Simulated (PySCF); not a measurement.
# How good is the calculation?

Bonds (- single, = double, # triple, : aromatic): C1-C2 1.498 Å, C2:C3 1.398 Å, C3:C4 1.395 Å, C4:C5 1.393 Å, C5:C6 1.394 Å, C6:C7 1.387 Å, C7-F8 1.337 Å, C7:C2 1.398 Å. C1 carries H9, H10, H11; C3 carries H12; C4 carries H13; C5 carries H14; C6 carries H15.

Measured values that the calculation should reproduce: δ 19F F8 -118.2 ppm (measured; G. Saielli, R. Bini, A. Bagno, Computational 19F NMR. 2. Organic compounds, RSC Adv. 2014, ESI (exp. from Berger-Braun-Kalinowski 1994 and Everett 1995)). Coupling constants: 1J(C7,F8) 243.9 Hz, 2J(C2,F8) 17.0 Hz, 3J(C3,F8) 4.8 Hz, 4J(C4,F8) 3.7 Hz, 3J(C5,F8) 7.9 Hz, 2J(C6,F8) 22.1 Hz.

- couplings computed with B3LYP/pcJ-1 (spin–dipole term only in couplings to heteroatoms)
- geometry from PBE0-D3(BJ)/def2-SVP
- shielding tensors at PBE0/pcSseg-1 (GIAO)
- code: PySCF 2.14.0 with density-fitted response routines
- a single conformation, non-relativistic Hamiltonian, rapidly exchanging positions averaged, no solvent

Q: How close does the calculation come?

A: 
Reference values: measured (G. Saielli, R. Bini, A. Bagno, Computational 19F NMR. 2. Organic compounds, RSC Adv. 2014, ESI (exp. from Berger-Braun-Kalinowski 1994 and Everett 1995)).
```
atoms        quantity  reference  computed  computed, scaled
   F8  δ 19F vs CFCl3     -118.2    -113.5            -116.7
```

Computed shifts are σ(ref) − σ with the named reference compound (TMS for H and C) calculated as an isolated molecule at the same level. The measured values may be among those fitted. Shieldings were converted by a linear fit to measured shifts: 19F (scatter 6.8 ppm rms vs CFCl3, solution or neat liquid, with a term for F on sp3 carbon). Occasional misses reach two or three times the rms, and more in compound classes unlike the fitted ones.

Coupling constants in Hz (some tables give magnitudes without signs):
| coupling | reference | computed | source |
| --- | --- | --- | --- |
| 1J(C7,F8) | 243.9 | -310.3 | measured; liquid or solution; F. J. Weigert, PhD thesis, Caltech 1968 (Carbon-13 magnetic resonance spectroscopy) |
| 2J(C2,F8) | 17.0 | 14.0 | measured; liquid or solution; F. J. Weigert, PhD thesis, Caltech 1968 (Carbon-13 magnetic resonance spectroscopy) |
| 3J(C3,F8) | 4.8 | 2.5 | measured; liquid or solution; F. J. Weigert, PhD thesis, Caltech 1968 (Carbon-13 magnetic resonance spectroscopy) |
| 4J(C4,F8) | 3.7 | 6.8 | measured; liquid or solution; F. J. Weigert, PhD thesis, Caltech 1968 (Carbon-13 magnetic resonance spectroscopy) |
| 3J(C5,F8) | 7.9 | 5.1 | measured; liquid or solution; F. J. Weigert, PhD thesis, Caltech 1968 (Carbon-13 magnetic resonance spectroscopy) |
| 2J(C6,F8) | 22.1 | 19.0 | measured; liquid or solution; F. J. Weigert, PhD thesis, Caltech 1968 (Carbon-13 magnetic resonance spectroscopy) |
